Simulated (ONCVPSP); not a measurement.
# bismuth (Bi), ONCV: configuration errors across variants

```json
{"Element": "Bi", "Generator": "ONCVPSP 4.0.1", "Type": "optimised norm-conserving Vanderbilt (ONCV)", "Functional": "BLYP", "Relativity": "fully relativistic", "Frozen core": "[Xe] 4f14", "Valence charge": "15", "Reference configuration": "5d10 6s1.5 6p3.5", "Partial waves": "6s: rc 1.75 bohr, ncon 4, nbas 7, qcut 3 1/bohr, 3 projectors, debl 1.7 Ha; 6p: rc 1.90 bohr, ncon 3, nbas 6, qcut 4.4 1/bohr, 2 projectors, debl 3.6 Ha; 5d: rc 1.70 bohr, ncon 4, nbas 8, qcut 9.1 1/bohr, 3 projectors, debl 1.9 Ha", "Local potential": "polynomial inside 1.45 bohr (lpopt 5, dvloc0 6 Ha)", "Core correction": "Teter function, fcfact 5.25, rcfact 1.65"}
```

Open shells are filled in proportion to 2j + 1.

All-electron excitation energies from the reference (eV): (1) 5d10 6s2 6p3 -4.893; (2) 5d10 6s2 6p2 3.079; (3) 5d10 6s2 6p1 18.479; (4) 5d10 6s1 6p4 4.985.

A true bound ghost makes a file unfit for plane-wave use even where its test errors are small: the radial tests pick states by their node count and pass the ghost by.

Errors AE − PS in meV (a dash: test not solved or not reliable):

```tsv
change	(1)	(2)	(3)	(4)	bound ghosts	GHOST(+) flags above zero
base	-2.6	-6.7	-28	-1.7	s	s, p3/2, p1/2
core correction Teter function, fcfact 1.4, rcfact 1.65	-1.4	-3.9	-10	-0.5	s	s, p3/2, p1/2
core correction Teter function, fcfact 2.5, rcfact 1.65	-1.8	-4.8	-16	-0.9	s	s, p3/2, p1/2
core correction Teter function, fcfact 3.3, rcfact 1.65	-2.1	-5.4	-20	-1.2	s	s, p3/2, p1/2
core correction Teter function, fcfact 4.1, rcfact 1.65	-2.3	-6.0	-24	-1.4	s	s, p3/2, p1/2
core correction Teter function, fcfact 5.6, rcfact 1.65	-2.6	-6.9	-30	-1.8	s	s, p3/2, p1/2
core correction Teter function, fcfact 6.7, rcfact 1.65	-2.9	-7.6	-34	-2.0	s	s, p3/2, p1/2
core correction Teter function, fcfact 7.4, rcfact 1.65	-3.0	-7.9	-36	-2.1	s	s, p3/2, p1/2
```

**Question.** Give the same row for: core correction Teter function, fcfact 5.1, rcfact 1.65.

**Answer.** -2.5, -6.6, -28, -1.7; bound ghosts: s; GHOST(+) flags above zero: s, p3/2, p1/2.
